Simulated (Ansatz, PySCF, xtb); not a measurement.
Breaking the C3–H4 bond in C2H3B (SMILES BC#C) (multiplicity 1 held, fragments rigid). Energies count from the point at 1.064 Å.
Geometry at that point (charge 0, multiplicity 1):
```xyz
6

B     -1.1934    -0.0518    -0.7150
C      0.0924     0.0040     0.0554
C      1.1293     0.0490     0.6766
H      2.0411     0.0886     1.2230
H     -1.9546     0.8608    -0.6666
H     -1.4500    -1.0086    -1.3734
```

Unrestricted levels (U-) break spin symmetry where that is lower. Left out are points that failed, MP2 points in a non-variational dive below the minimum, coupled-cluster points behind a sign of a changed root (a jump of the amplitudes, or a one-step jump against full CI or MRCI), small-basis points behind a change of solution, and semi-empirical points at long bonds. Levels need not reach the same state.

Rows in 3-21G, 6-31G* carry no dispersion term and start afresh at each structure (6-31G* with six Cartesian d functions).

The values were computed with Ansatz (a quantum-chemistry and plane-wave program) with Gaussian orbitals; PySCF for 3-21G rows, 6-31G* rows; xtb for the GFN methods.  The GFN methods have no spin term and hold the electronic entropy of 300 K.

Energies in kcal/mol.

```json
[
 {"R (Å)": "0.851", "GFN2-xTB": "28.7", "R-HF/3-21G": "31.1", "U-B3LYP/6-31G*": "34.1", "U-wB97X-V/cc-pVTZ": "32.9"},
 {"R (Å)": "0.957", "GFN2-xTB": "4.8", "R-HF/3-21G": "5.4", "U-B3LYP/6-31G*": "7.0", "U-wB97X-V/cc-pVTZ": "6.8"},
 {"R (Å)": "1.064", "GFN2-xTB": "0.0", "R-HF/3-21G": "0.0", "U-B3LYP/6-31G*": "0.0", "U-wB97X-V/cc-pVTZ": "0.0"},
 {"R (Å)": "1.170", "GFN2-xTB": "4.7", "R-HF/3-21G": "5.6", "U-B3LYP/6-31G*": "4.0", "U-wB97X-V/cc-pVTZ": "4.1"},
 {"R (Å)": "1.276", "GFN2-xTB": "13.9", "R-HF/3-21G": "17.0", "U-B3LYP/6-31G*": "14.0", "U-wB97X-V/cc-pVTZ": "14.1"},
 {"R (Å)": "1.436", "GFN2-xTB": "31.1", "R-HF/3-21G": "38.9", "U-B3LYP/6-31G*": "33.7", "U-wB97X-V/cc-pVTZ": "34.2"},
 {"R (Å)": "1.596", "GFN2-xTB": "49.0", "R-HF/3-21G": "62.6", "U-B3LYP/6-31G*": "54.9", "U-wB97X-V/cc-pVTZ": "56.1"},
 {"R (Å)": "1.862", "GFN2-xTB": "76.3", "R-HF/3-21G": "100.9", "U-B3LYP/6-31G*": "87.6", "U-wB97X-V/cc-pVTZ": "90.9"},
 {"R (Å)": "2.127", "GFN2-xTB": "98.1", "R-HF/3-21G": "134.9", "U-B3LYP/6-31G*": "112.4", "U-wB97X-V/cc-pVTZ": "117.5"},
 {"R (Å)": "2.447", "GFN2-xTB": "116.8", "R-HF/3-21G": "168.7", "U-B3LYP/6-31G*": "127.0", "U-wB97X-V/cc-pVTZ": "131.5"},
 {"R (Å)": "2.872", "GFN2-xTB": "131.6", "R-HF/3-21G": "203.1", "U-B3LYP/6-31G*": "134.4", "U-wB97X-V/cc-pVTZ": "138.0"},
 {"R (Å)": "3.404", "GFN2-xTB": "139.6", "R-HF/3-21G": "232.3", "U-B3LYP/6-31G*": "left out", "U-wB97X-V/cc-pVTZ": "140.1"}
]
```

Doubts at one or more of the structures used: a restricted determinant that unrestricted orbitals would lower (R-HF/3-21G); a spin-contaminated determinant (U-B3LYP/6-31G*, U-wB97X-V/cc-pVTZ).
